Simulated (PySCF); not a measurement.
Shapes and spin states of HfH₂

Level of theory: PySCF, PBE0, basis Hf def2-TZVP with ECP60, H def2-TZVP (scalar-relativistic core potentials, no spin–orbit coupling, density fitting).

Relaxations began from a few typed shapes and spin states; open shells are unrestricted. The search is not exhaustive: other isomers or separated fragments can lie lower, and high-lying points may rest on an excited occupation.

Task: Order these stationary points by electronic energy, lowest first, in kJ/mol from the lowest minimum.
A. triplet D∞h: Hf–H 1.951 Å (×2); H–Hf–H 180.0°
B. triplet C2v: Hf–H 1.867 Å (×2); H–Hf–H 124.2°
C. triplet C2v: Hf–H 2.093 Å (×2), H–H 0.802 Å; H–Hf–H 22.1°, H–H–Hf 79.0° (×2)
D. singlet C2v: Hf–H 1.800 Å (×2); H–Hf–H 69.0°
E. triplet C2v: Hf–H 1.863 Å (×2); H–Hf–H 120.8°
F. broken-symmetry Ms = 0 (⟨S²⟩ 0.71) C2v: Hf–H 1.846 Å (×2); H–Hf–H 124.7°
G. singlet (closed shell, unstable to spin polarisation) C2v: Hf–H 1.829 Å (×2); H–Hf–H 126.3°
H. singlet D∞h: Hf–H 1.912 Å (×2); H–Hf–H 180.0°

Result: F (0.0), E (11.0), B (15.2), G (20.0), D (57.8), A (61.7), H (76.9), C (116.9).

Task: Which of them are minima?

Result: By energy in kJ/mol, 0.0: minimum; 11.0: minimum; 15.2: minimum; 20.0: minimum of the closed-shell surface only; 57.8: minimum; 61.7: saddle point, 2 imaginary modes; 76.9: saddle point, 2 imaginary modes; 116.9: minimum.

For the lowest minimum: the determinant is spin-contaminated (⟨S²⟩ = 0.71, pure value 0.00). The spin densities have lower symmetry than the nuclear frame. Spin–orbit coupling, left out here, can matter for elements this heavy.
